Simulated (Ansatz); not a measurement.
Molecule: ethenyl(methoxymethyl)silane, C₄H₁₀OSi (charge 0, singlet). SMILES: C=C[SiH2]COC
Geometry from a B3LYP-D3(BJ)/def2-TZVP (Ansatz, an electronic-structure program) optimisation:
```
C
H 1 1.1003
H 1 1.1006 2 106.79
O 1 1.4207 2 110.65 3 -120.61
C 4 1.4116 1 113.11 2 58.90
H 5 1.0893 4 107.47 1 -179.97
H 5 1.0975 6 109.19 4 120.75
H 5 1.0975 6 109.20 7 118.50
Si 1 1.8929 2 110.17 3 120.18
H 9 1.4829 1 108.39 2 -176.20
H 9 1.4850 10 109.36 1 -118.14
C 9 1.8604 10 110.83 11 -120.28
C 12 1.3318 9 123.82 10 119.69
H 13 1.0852 12 121.83 9 -0.63
H 13 1.0853 14 115.87 12 179.92
H 12 1.0875 13 118.20 14 -179.90
```

Property: atomisation energy (electronic, to ground-state atoms), in kcal/mol. Correlated levels leave the core frozen unless marked. UHF or UKS for open shells. No spin-orbit coupling. Non-relativistic unless marked X2C. The coupled-cluster limit lacks core correlation, which all-electron functionals hold. Basis-set limits of correlation are two-point, X^-3; Hartree-Fock from the larger set.

```
level                                        program  atomisation energy (kcal/mol)
------------------------------------  --------------  -----------------------------
PBE0-D3(BJ)/def2-TZVPD                Ansatz + dftd3                         1456.4
BHLYP-D4/def2-TZVPD                   Ansatz + dftd4                     (withheld)
r2SCAN0/def2-TZVPD                            Ansatz                         1434.2
B2GP-PLYP-D4/def2-TZVPD               Ansatz + dftd4                         1434.4
RPA@PBE/cc-pV(T+d)Z                           Ansatz                     (withheld)
X2C-CCSD(T)/cc-pVTZ-DK                        Ansatz                         1415.0
CCSD(T)/CBS(cc-pV(T+d)Z,cc-pV(Q+d)Z)          Ansatz                     (withheld)
```

Q: Complete the blanks.

A: 
- BHLYP-D4/def2-TZVPD, atomisation energy (kcal/mol): 1417.2
- RPA@PBE/cc-pV(T+d)Z, atomisation energy (kcal/mol): 1359.7
- CCSD(T)/CBS(cc-pV(T+d)Z,cc-pV(Q+d)Z), atomisation energy (kcal/mol): 1453.5
